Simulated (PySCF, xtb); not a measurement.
CTe2, SMILES C(=[Te])=[Te].

GFN2-xTB in xtb 6.7.1 at its own geometry gives an orbital gap of 2.30 eV and a dipole moment of 0.00 D.

Coordinates come from a B3LYP-D3(BJ)/def2-TZVP optimisation. The def2 effective core potentials stand for the cores of Te; spin–orbit coupling is left out.

Q: What does B3LYP/def2-TZVPD (PySCF) give? (An estimate is asked for; the answer gives what the named calculation found.)

A: gap 3.55 eV (levels -6.33 and -2.78 eV), dipole 0.00 D.
